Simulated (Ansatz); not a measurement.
`[NH2][Ge][O][SiH3]` + H–F → `[F][Ge][O][SiH3]` + NH₃ at 400 K and 1 bar (ligand exchange at a Ge–N bond).

Computed with Ansatz on PBE0-D4/def2-TZVP structures; ΔE is electronic, products minus reactants. CCSD(T)/CBS is the MP2 limit (def2-TZVPP, def2-QZVPP) plus CCSD(T) − MP2 in def2-TZVPP, frozen cores. This one scheme is used for every species. For Ge outer-core shells are correlated without core-valence functions, which leaves a few kJ/mol of doubt a bond. Scalar relativity is left out up to krypton. One conformer a species, not always the lowest.

| species | CCSD(T)/CBS energy (Eh) | H − E (kJ/mol) | S (J/(mol·K)) |
| --- | --- | --- | --- |
| `[NH2][Ge][O][SiH3]` | -2498.15495 | 176.5 | 388.9 |
| H–F | -100.39570 | 36.5 | 182.2 |
| `[F][Ge][O][SiH3]` | -2542.06230 | 110.7 | 372.4 |
| NH₃ | -56.50880 | 104.2 | 203.1 |

H − E and S are ideal-gas, rigid-rotor, harmonic terms from PBE0-D4/def2-TZVP, for one conformer and one mirror image of each species. 1 Eh = 2625.50 kJ/mol, R = 8.31446 J/(mol·K).

Task: By hand: ΔE, ΔH, ΔS and ΔG.

Result: ΔE = (-2542.06230) + (-56.50880) − (-2498.15495) − (-100.39570) = -0.02045 Eh = -53.7 kJ/mol. Δ(H − E) = 110.7 + 104.2 − 176.5 − 36.5 = 1.9, so ΔH = -51.8 kJ/mol. ΔS = 372.4 + 203.1 − 388.9 − 182.2 = 4.4 J/(mol·K). ΔG = -51.8 − 400 × (4.4)/1000 = -53.6 kJ/mol.

Task: By hand: the equilibrium constant, and the temperature at which ΔG would vanish if ΔH and ΔS stayed fixed.

Result: log₁₀ K = −ΔG/(RT ln 10) = 7.0. ΔH and −TΔS have one sign here, so there is no such temperature.

The number of gas molecules stays the same, so ΔS is small and ΔH decides. A doubt of 5 kJ/mol in ΔE shifts log₁₀ K by 0.7 here. Other conformers and mirror images would add mixing entropy, several J/(mol·K) or more a flexible species. Modes under 60 cm⁻¹, often nearly free rotors, make the harmonic entropy too high. These are equilibria of isolated gas molecules and say nothing of rates. Largest T1 diagnostic: 0.015 (customary marks: 0.02 for closed shells, 0.045 for open ones).

ΔS is within the doubt of such terms, so its sign, and with it that verdict, could turn.
